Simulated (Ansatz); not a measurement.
```yaml
crystal:
  periodic: [false, false, false]
  atoms:
    - {symbol: C, position_ang: [0.133044, -1.981740, -0.127203]}
    - {symbol: C, position_ang: [0.396684, -0.517733, -0.224929]}
    - {symbol: O, position_ang: [1.363861, -0.004786, -0.731956]}
    - {symbol: O, position_ang: [-0.568373, 0.238522, 0.319786]}
    - {symbol: Si, position_ang: [-0.252530, 1.893014, 0.199661]}
    - {symbol: Cl, position_ang: [-1.876407, 2.746553, 1.103543]}
    - {symbol: H, position_ang: [0.948889, -2.537092, -0.582213]}
    - {symbol: H, position_ang: [-0.809615, -2.216179, -0.625623]}
    - {symbol: H, position_ang: [0.021225, -2.262796, 0.921808]}
    - {symbol: H, position_ang: [0.944264, 2.259301, 0.975359]}
    - {symbol: H, position_ang: [-0.235643, 2.325937, -1.207634]}
basis:
  gaussian: {orbitals: def2-SVP, final_grid: {core_spheres: 1, valence_spheres: 1, degree: 5}}
hamiltonian: {xc: {name: wB97M-V}}
```

```sh
$ ansatz run in.yaml --threads 4 --pin off --events-out ev --progress --plain --max-ram 10444MiB
```

It prints (some lines left out):

```
Functional definition: wB97M-V
1130 factors; integrals over basis functions are off by at most 1.2e-3 eV
307 factors; integrals over basis functions are off by at most 7.7e-6 eV
mean field evaluation 1: about -26633.0324 eV, gradient 5.1e1 eV
mean field evaluation 2: about -26633.3053 eV, gradient 5.4e1 eV
mean field evaluation 4: about -26638.0576 eV, gradient 2.6e0 eV
mean field evaluation 8: about -26607.0029 eV, gradient 1.2e1 eV
mean field evaluation 16: about -26607.3336 eV, gradient 3.3e-4 eV
mean field -26607.33362943 eV, -977.8014757832 hartree, gradient 4.9e-5 eV, S^2 0.000000; 0 other end points of the search recorded, 0 dependent functions left out
reference -26607.33375346 eV, -977.8014803411 hartree; 32, 32 occupied and 85, 85 virtual orbitals, 1130 factors
Total energy: -26607.33375346 eV, -977.8014803411 hartree
```

In this input the integration grid is far too coarse. The calculation finished and met its thresholds. The result belongs to that input, not to the molecule as meant.
